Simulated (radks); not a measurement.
Values are calculated unless marked as measured or tabulated.
Q: The mean radii <r> (bohr) of the occupied orbitals of an atom or ion are listed with their occupations. Code: a radial shooting solver on a logarithmic mesh with Libxc functionals. Model: Dirac Kohn-Sham, BLYP, spin-unpolarised, spherical densities, finite nucleus; Fermi nuclear charge, rms radius of each element as measured or else 0.836 A^(1/3) + 0.57 fm.

orbital  occ.      <r>
1s1/2       2  0.02409
2s1/2       2   0.1026
2p1/2       2  0.08604
2p3/2       4  0.09235
3s1/2       2   0.2720
3p1/2       2   0.2617
3p3/2       4   0.2740
3d3/2       4   0.2452
3d5/2       6   0.2491
4s1/2       2   0.6225
4p1/2       2   0.6403
4p3/2       4   0.6683
4d3/2       4   0.7219
4d5/2       6   0.7320
5s1/2       2    1.508
5p1/2       2    1.705
5p3/2       4    1.795
6s1/2       1    4.064
4f5/2       3    1.173

Name the element and its charge. Open shells, if any, fill j = l - 1/2 first.

A: Z = 59, praseodymium, charge +1: Pr+ in [Xe] 4f3 6s1. The 1s radius gives Z: for a bare nucleus <r> = (2 gamma + 1)/(2Z) with gamma = sqrt(1 - (Z/c)^2), 0.02377 bohr for Z = 59, and screening makes it slightly larger (0.02409 here). The occupations add up to 58, and the charge is Z minus that.
